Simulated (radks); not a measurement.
The numbers below are computed, except where a source is named.
All-electron atom: neutral arsenic in [Ar] 3d10 4s2 4p3. Code: a radial shooting solver on a logarithmic mesh with Libxc functionals. Model: Dirac Kohn-Sham, PBEsol, spin-unpolarised, spherical densities, point nucleus; open shells fill j = l - 1/2 first.

Unscreened Slater integrals over Kohn-Sham orbitals (hartree). Large and small components are both included.

F0(4p3/2,4p3/2): 0.35368
F2(4p3/2,4p3/2): 0.17962
F0(4p3/2,4p1/2): 0.35738
G2(4p3/2,4p1/2): 0.18142
F0(4p3/2,4s1/2): 0.39826
G1(4p3/2,4s1/2): 0.25028
F0(4p3/2,3d5/2): 0.47045
F2(4p3/2,3d5/2): 0.084643
G1(4p3/2,3d5/2): 0.029225
G3(4p3/2,3d5/2): 0.025596
F0(4p1/2,4p1/2): 0.36120
F0(4p1/2,4s1/2): 0.40365
G1(4p1/2,4s1/2): 0.25724
F0(4p1/2,3d5/2): 0.47969
G3(4p1/2,3d5/2): 0.027056
F0(4s1/2,4s1/2): 0.46552
F0(4s1/2,3d5/2): 0.59793
G2(4s1/2,3d5/2): 0.053526
F0(3d5/2,3d5/2): 1.3575
F2(3d5/2,3d5/2): 0.63785
F4(3d5/2,3d5/2): 0.39881
